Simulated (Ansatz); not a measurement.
C3H7N, SMILES C/N=C\C.

Geometry: r2SCAN-D4/def2-SVP. The structure was generated by enumeration; whether it is a known compound was not checked.

Two levels are set side by side: PBE/def2-SVPD (Ansatz, a quantum-chemistry and plane-wave program) and PBE0/def2-SVPD (Ansatz). Energy differences of separate SCF runs at the same geometry; the states with an electron removed or added have multiplicity 2 and 2. Differences are taken from unrounded values.

```csv
quantity,PBE0
vertical ionisation energy (eV),9.14
vertical singlet–triplet gap (eV),4.20
```

Q: What does PBE give, and how far is it from PBE0? (The exact figures need the calculation; the answer reports its results.)

A: 
| quantity | PBE | PBE minus PBE0 |
|---|---|---|
| vertical ionisation energy (eV) | 9.03 | -0.11 |
| vertical singlet–triplet gap (eV) | 4.23 | 0.03 |

On these quantities the two levels nearly agree.
